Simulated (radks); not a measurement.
He+, 1 electrons, occupied as 1s0.75 2s0.25 (fractional occupations, a model configuration).

Method: non-relativistic Kohn-Sham, revPBE, spin-polarised, spherical densities, point nucleus; open shells are filled with parallel spins first; computed with a radial shooting solver on a logarithmic mesh with Libxc functionals.

Energy parts (eV):
| part | energy |
|---|---|
| total | -45.322 |
| kinetic | 45.207 |
| electron-nucleus | -89.336 |
| Hartree | 11.865 |
| exchange-correlation | -13.058 |

Orbitals (lengths in bohr, moments of r in powers of bohr; r(90%) holds 90 % of the orbital's charge):
| orbital | occ. | eigenvalue (eV) | <1/r> | <r> | <r^4> | r(90%) |
|---|---|---|---|---|---|---|
| 1s up | 0.75 | -46.3660 | 2.048 | 0.7366 | 1.368 | 1.31 |
| 2s up | 0.25 | -8.1971 | 0.4213 | 3.428 | 315.9 | 5.25 |

The highest occupied level is 2s up at -8.197 eV. The spin density at the nucleus is 2.117 e/bohr^3 (1s 2.061, 2s 0.056), a Fermi contact field of 111 T. Spin moment in Bohr magnetons: 1. The electron density at the nucleus is 2.117 e/bohr^3. The density falls to 0.001 e/bohr^3 at r = 2.58 bohr. Virial ratio -V/T = 2.00255.
